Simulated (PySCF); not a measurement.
Isomers of C2H8O3SSi.

All values: wB97X-D/def2-SVPD (PySCF) at GFN2-xTB geometries, gas phase, one conformer each. Core orbitals are frozen in the response; Δα² is half the sum of the squared differences of the principal polarisabilities.

(1) Rank by HOMO–LUMO gap, highest first.
A. `[CH3:1][S@@:2](=[O:3])[CH2:4][O:5][SiH2:6][OH:7]` with C1–S2–C4–O5 -46°, S2–C4–O5–Si6 -79°, C4–O5–Si6–O7 61°, O5–Si6–O7–H -26°
B. `[CH3:1][S:2][CH2:3][Si:4]([OH:5])([OH:6])[OH:7]` with C1–S2–C3–Si4 -75°, C3–Si4–O5–H 79°, C3–Si4–O6–H 44°, C3–Si4–O7–H 154°
C. `[CH3:1][SiH2:2][CH2:3][S:4](=[O:5])(=[O:6])[OH:7]` with C1–Si2–C3–S4 -66°, Si2–C3–S4–O5 73°, C3–S4–O7–H 159°
D. `[CH3:1][S:2](=[O:3])(=[O:4])[CH2:5][SiH2:6][OH:7]` with C1–S2–C5–Si6 180°, S2–C5–Si6–O7 180°, C5–Si6–O7–H 180°
E. `[CH3:1][CH2:2][O:3][Si:4]([OH:5])([OH:6])[SH:7]` with C1–C2–O3–Si4 -175°, C2–O3–Si4–O5 -48°, O3–Si4–O5–H 172°, O3–Si4–O6–H 67°, O3–Si4–S7–H 39°

Results:

(1) C (12.28 eV), D (11.68 eV), A (10.82 eV), E (10.69 eV), B (9.65 eV).

All values together:

```csv
SMILES,μ (D),HOMO (eV),LUMO (eV),α (Å³),Δα (Å³)
CS(=O)(=O)C[SiH2]O,3.76,-10.26,1.42,11.64,3.14
CS(=O)(=O)CO[SiH3],3.16,-10.10,1.67,11.70,2.24
CSC[Si](O)(O)O,0.75,-8.14,1.52,11.71,2.72
CCO[Si](O)(O)S,1.49,-9.23,1.46,11.77,2.32
C[SiH2]OS(C)(=O)=O,2.76,-10.61,1.74,11.44,2.15
C[SiH2]CS(=O)(=O)O,2.51,-10.74,1.55,11.74,2.34
C[S@@](=O)CO[SiH2]O,4.11,-9.14,1.68,11.87,1.72
```

Conformers: `[CH3:1][S:2](=[O:3])(=[O:4])[CH2:5][SiH2:6][OH:7]` with C1–S2–C5–Si6 180°, S2–C5–Si6–O7 180°, C5–Si6–O7–H 180°; `[CH3:1][S:2](=[O:3])(=[O:4])[CH2:5][O:6][SiH3:7]` with C1–S2–C5–O6 66°, S2–C5–O6–Si7 41°; `[CH3:1][S:2][CH2:3][Si:4]([OH:5])([OH:6])[OH:7]` with C1–S2–C3–Si4 -75°, C3–Si4–O5–H 79°, C3–Si4–O6–H 44°, C3–Si4–O7–H 154°; `[CH3:1][CH2:2][O:3][Si:4]([OH:5])([OH:6])[SH:7]` with C1–C2–O3–Si4 -175°, C2–O3–Si4–O5 -48°, O3–Si4–O5–H 172°, O3–Si4–O6–H 67°, O3–Si4–S7–H 39°; `[CH3:1][SiH2:2][O:3][S:4]([CH3:5])(=[O:6])=[O:7]` with C1–Si2–O3–S4 -59°, Si2–O3–S4–C5 -172°; `[CH3:1][SiH2:2][CH2:3][S:4](=[O:5])(=[O:6])[OH:7]` with C1–Si2–C3–S4 -66°, Si2–C3–S4–O5 73°, C3–S4–O7–H 159°; `[CH3:1][S@@:2](=[O:3])[CH2:4][O:5][SiH2:6][OH:7]` with C1–S2–C4–O5 -46°, S2–C4–O5–Si6 -79°, C4–O5–Si6–O7 61°, O5–Si6–O7–H -26°.
